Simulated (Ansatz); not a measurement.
Molecule: C$_{2}$H$_{7}$GeO (charge 0, doublet). It need not be the lowest isomer of its formula. 
Structure (B3LYP-D3(BJ)/def2-TZVP (Ansatz, an electronic-structure program) minimum search):
SMILES: CC[O][GeH2]
```xyz
11

C     -2.4790    -0.1652     0.1334
C     -1.2986    -0.4245     1.0535
O     -0.1487    -0.8556     0.3376
Ge     0.9791     0.3279    -0.4048
H     -2.2632     0.6573    -0.5524
H     -2.7014    -1.0538    -0.4589
H     -3.3661     0.0981     0.7139
H     -1.5386    -1.2271     1.7567
H     -1.0729     0.4715     1.6458
H      2.2655    -0.5109    -0.6323
H      1.2017     1.4545     0.6576
```
Charge 0, spin multiplicity 2.

Computed values are from Ansatz. Valence correlation only, unless marked. UHF or UKS for open shells. Spin-orbit coupling is left out. The frozen core is the preceding noble-gas configuration, with the filled d and f shells of earlier blocks. Non-relativistic. Basis-set limits of correlation are two-point, X^-3; Hartree-Fock from the larger set.

Q: What is the T1 diagnostic at CCSD/cc-pVQZ?

A: 0.015.

Q: What is the atomisation energy De at CCSD(T)/CBS(cc-pVTZ,cc-pVQZ)?

A: 3803.1 kJ/mol.

Q: What is the dipole moment at CCSD(T)/aug-cc-pVDZ?

A: 1.15 D.

Q: What is the total energy at CCSD(T)/CBS(cc-pVTZ,cc-pVQZ)?

A: -2230.9655 Eh.
